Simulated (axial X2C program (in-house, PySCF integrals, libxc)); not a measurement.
# Outer orbitals of ZrC⁺ at 1.748 Å, B3LYP

Calculated with an axial X2C code built on PySCF integrals. Spin-free means the one-electron spin-free X2C Hamiltonian; two-component (2c) means X2C with spin–orbit coupling and atomic mean-field two-electron Coulomb and Gaunt terms, so the difference of the two also holds small scalar two-electron terms. Basis: Zr dyall-cv3z [11s12p9d6f3g], C dyall-v3z [7s6p2d1f] (cores contracted in-house); Gaussian nuclei, density fitting, unrestricted open shells. Masses: Zr 89.905 u, C 12.000 u.

The distance is close to the 2c PBE0 minimum; the highest filled and lowest empty levels are listed.

Spin-free orbitals, state M_S = 1/2, Λ = 0 (beyond evenly filled blocks: σα) (Löwdin shares):

```tsv
symmetry	occupied	ε (eV)	atomic character
σα	yes	-19.19	56% C s, 22% Zr d, 9% Zr p
σβ	yes	-18.00	54% C s, 21% Zr d, 10% Zr s
σα	yes	-12.22	48% C p, 37% Zr d, 6% Zr p
π+α	yes	-12.12	50% Zr d, 45% C p
π-α	yes	-12.12	50% Zr d, 45% C p
π-β	yes	-11.89	54% Zr d, 41% C p
π+β	yes	-11.89	54% Zr d, 41% C p
σβ	no	-8.85	49% Zr d, 20% C p, 19% Zr s
σα	no	-8.58	67% Zr s, 10% Zr d, 10% C p
σβ	no	-8.30	47% Zr s, 25% Zr p, 23% C p
δ-α	no	-8.25	99% Zr d
δ+α	no	-8.25	99% Zr d
```

Spinors with spin–orbit coupling (state Ω = 1/2):

```csv
ω,occupied,ε (eV),atomic character,λ mixture
1/2,yes,-19.19,"55% C s, 22% Zr d, 9% Zr p",100% σ
-1/2,yes,-18.00,"54% C s, 21% Zr d, 10% Zr s",100% σ
1/2,yes,-12.23,"48% C p, 37% Zr d, 6% Zr p","99% σ, 1% π"
-1/2,yes,-12.14,"50% Zr d, 44% C p",100% π
3/2,yes,-12.11,"50% Zr d, 45% C p",100% π
1/2,yes,-11.91,"53% Zr d, 41% C p","99% π, 1% σ"
-3/2,yes,-11.88,"54% Zr d, 41% C p",100% π
-1/2,no,-8.86,"49% Zr d, 20% C p, 19% Zr s",100% σ
1/2,no,-8.58,"67% Zr s, 10% Zr d, 10% C p",100% σ
-1/2,no,-8.30,"48% Zr s, 25% Zr p, 23% C p",100% σ
-3/2,no,-8.30,99% Zr d,100% δ
```

Mulliken charges and populations of the two-component result (they depend on the basis, above all on diffuse functions):

Zr 1.25 e (s 8.04 p 17.98 d 12.70 f 0.03), C -0.25 e (s 3.75 p 2.44 d 0.05 f 0.01). ⟨Lz⟩ = 0.00 ħ and ⟨Sz⟩ = 0.50 ħ (0.13 and 0.37 on the two atoms), which add up to Ω.

The state is a single determinant with fixed occupations, the lowest that a limited PBE0 search found. Density functionals use the spin component along the axis (collinear). The determinant is spin-polarised beyond a pure state at some levels (its spin-free form has ⟨S²⟩ too high), which makes Re and μ there less reliable.
